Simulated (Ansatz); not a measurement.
Series TeX2: PBE0-D4/def2-TZVPD single points in Ansatz on relaxed structures, gas phase. Core potentials for Te, no spin–orbit coupling. A negative affinity means that the extra electron isn't bound at that geometry and level; within about 0.2 eV of zero the sign isn't settled. Binding counts from free atoms in the multiplicity of their measured ground term, without zero-point energy. The structures are stationary points that may keep the symmetry of their start. Remarks come from the PBE and PBE0 runs and from stability tests at other levels; not every state was tested. A HOMO above zero means that the electron is unbound at that level and held by the basis, or that self-interaction error raises the level; the energy of removing that electron tells which.

Estimate the order by vertical EA (eV), lowest first.
A. TeMe2 (C2H6Te) (singlet)
B. Te(SiH3)2 (Si2TeH6) (singlet)
C. Te(CCH)2 (C4H2Te) (singlet)
D. TeH2 (singlet)
E. Te(CN)2 (TeC2N2) (singlet)
F. TeBr2 (singlet)

D (-0.75), A (-0.46), B (-0.31), C (-0.09), E (1.16), F (1.36).

In full:

```json
{"species": "TeBr2", "atoms": "3", "state": "singlet", "geometry": "r2SCAN-D4/def2-TZVP", "HOMO (eV)": "-6.60", "LUMO (eV)": "-3.05", "gap (eV)": "3.55", "vertical EA (eV)": "1.36", "binding per atom (eV)": "1.69", "point group (within 0.1 Å)": "C2v", "remarks": "HOMO above zero (-1 doublet)"}
{"species": "TeH2", "atoms": "3", "state": "singlet", "geometry": "PBE0-D4/def2-TZVP", "HOMO (eV)": "-6.59", "LUMO (eV)": "-0.78", "gap (eV)": "5.81", "vertical EA (eV)": "-0.75", "binding per atom (eV)": "2.02", "point group (within 0.1 Å)": "C2v", "remarks": "HOMO above zero (-1 doublet)"}
{"species": "Te(CN)2 (TeC2N2)", "atoms": "5", "state": "singlet", "geometry": "B3LYP-D4/def2-SVP", "HOMO (eV)": "-8.05", "LUMO (eV)": "-2.93", "gap (eV)": "5.12", "vertical EA (eV)": "1.16", "binding per atom (eV)": "4.60", "point group (within 0.1 Å)": "C2v", "remarks": "HOMO above zero (-1 doublet)"}
{"species": "Te(CCH)2 (C4H2Te)", "atoms": "7", "state": "singlet", "geometry": "PBE-D4/def2-SVP", "HOMO (eV)": "-6.40", "LUMO (eV)": "-1.45", "gap (eV)": "4.96", "vertical EA (eV)": "-0.09", "binding per atom (eV)": "4.44", "point group (within 0.1 Å)": "C2v", "remarks": "HOMO above zero (-1 doublet)"}
{"species": "Te(SiH3)2 (Si2TeH6)", "atoms": "9", "state": "singlet", "geometry": "r2SCAN-D4/def2-SVP", "HOMO (eV)": "-6.55", "LUMO (eV)": "-0.90", "gap (eV)": "5.65", "vertical EA (eV)": "-0.31", "binding per atom (eV)": "2.81", "point group (within 0.1 Å)": "C2v", "remarks": "HOMO above zero (-1 doublet)"}
{"species": "TeMe2 (C2H6Te)", "atoms": "9", "state": "singlet", "geometry": "PBE-D4/def2-TZVP", "HOMO (eV)": "-5.69", "LUMO (eV)": "-0.63", "gap (eV)": "5.05", "vertical EA (eV)": "-0.46", "binding per atom (eV)": "3.54", "point group (within 0.1 Å)": "C2v", "remarks": "HOMO above zero (-1 doublet)"}
```

The gap (eV) runs from 3.55 (TeBr2) to 5.81 (TeH2). The vertical EA (eV) runs from -0.75 (TeH2) to 1.36 (TeBr2).
